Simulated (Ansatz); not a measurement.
`C#[C][AlH][F]` + `FC[SiH3]` → `[F][AlH][CH](F)[SiH3]` + acetylene  (formal exchange of groups at the Al–C bond)

Calculated with Ansatz (gas phase, PBE0-D4/def2-TZVP geometries, no zero-point term in ΔE). CCSD(T)/CBS adds triple-zeta CCSD(T) − MP2 to the extrapolated MP2 energy (def2 sets, frozen cores). This one scheme is used for every species. DFT in def2-TZVPP. One conformer a species, not always the lowest.

`C#[C][AlH][F]`:

Cartesian coordinates in Å:
```
C 1.145 -0.959 1.091
C 0.401 -0.326 0.378
Al -0.801 0.617 -0.742
F -0.424 2.171 -1.128
H 1.805 -1.513 1.721
H -2.125 0.009 -1.320
```

`FC[SiH3]`:

```xyz
8

F     0.241    1.327    1.387
C    -0.311    0.903    0.183
Si    0.264   -0.856   -0.223
H    -0.008    1.608   -0.598
H    -1.401    0.952    0.272
H    -0.358   -1.251   -1.516
H    -0.170   -1.792    0.845
H     1.743   -0.892   -0.350
```

`[F][AlH][CH](F)[SiH3]`:

Z-matrix (Å, degrees):
```
C
Al 1 1.970
Si 1 1.890 2 115.1
F 1 1.415 2 107.8 3 122.4
H 1 1.100 2 109.6 3 -120.8
F 2 1.651 1 116.1 3 62.1
H 2 1.572 1 124.8 3 -117.0
H 3 1.487 1 107.2 2 -64.2
H 3 1.488 1 110.0 2 54.3
H 3 1.485 1 111.2 2 175.1
```

`C#C`:

```xyz
4

C    -0.308    0.307   -0.411
C     0.308   -0.307    0.411
H    -0.857    0.854   -1.142
H     0.857   -0.854    1.142
```

```tsv
level	ΔE (kJ/mol)
PBE-D4	64.3
PBE0-D4	69.0
B2PLYP	76.1
MP2/CBS(def2)	75.2
```

Q: What does CCSD(T)/CBS give? (Estimate.)

A: Computed: +72.6 kJ/mol. The listed levels differ from it by -8.3, -3.6, 3.5, 2.6 kJ/mol.

Largest T1 diagnostic among the species: 0.013.

The D4 term adds −4.5 kJ/mol with B3LYP and −2.6 kJ/mol with PBE0; it sums over pairs of atoms, weighted by their polarisabilities, and B3LYP, whose exchange is more repulsive, gets the larger term. In def2-TZVPP, CCSD(T) changes the Hartree–Fock value by −13.7 kJ/mol (the triples alone add −1.3 kJ/mol) and MP2 by −11.1 kJ/mol.

B3LYP here is the variant with VWN-RPA as its local correlation; programs differ in this.
